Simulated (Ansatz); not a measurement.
# Abstraction of H: SiH3(GeH3) + C2H5S2 → GeH3(SiH2) + C2H6S2

Species: SiH3(GeH3), singlet; C2H5S2 `[CH2]SSC`, doublet; GeH3(SiH2), doublet; C2H6S2 (dimethyl disulfide) `CSSC`, singlet. A radical takes H: the energy is the difference in strength between the Si–H bond broken and the C–H bond made.

Shapes, held fixed at every level: PBE0-D4/def2-TZVP. Flexible molecules stand in one conformer, not always the lowest. Programs: Ansatz 0.2.0. The zero-point and thermal change to 298 K, harmonic and unscaled (PBE0-D4/def2-TZVP), is +11.9 kJ/mol.

| level | kind | ΔH(298 K) (kJ/mol) | less CCSD(T)/def2-TZVPP |
| --- | --- | --- | --- |
| HF/def2-TZVPP | Hartree–Fock | -15.6 | +10.6 |
| PBE-D4/def2-TZVPP | GGA | -27.2 | -1.0 |
| BHLYP-D4/def2-TZVPP | global hybrid | -19.0 | +7.2 |
| PBE0-D4/def2-TZVPP | global hybrid | -28.4 | -2.2 |
| r2SCAN0-D4/def2-TZVPP | global hybrid | -23.0 | +3.2 |
| wB97M-V/def2-TZVPP | range-separated hybrid | -21.1 | +5.1 |
| CCSD(T)/def2-TZVPP | coupled cluster or CI | -26.2 | 0.0 |

The highest level, CCSD(T)/def2-TZVPP, gives ΔH(298 K) = -26.2 kJ/mol; the levels span -28.4 to -15.6. The column of differences is taken from that level and isn't an error. No measured value is set beside it here. Open shells run unrestricted. Relativity is left out for Ge. Outer-core shells of Ge are correlated, in sets that cover them unevenly.
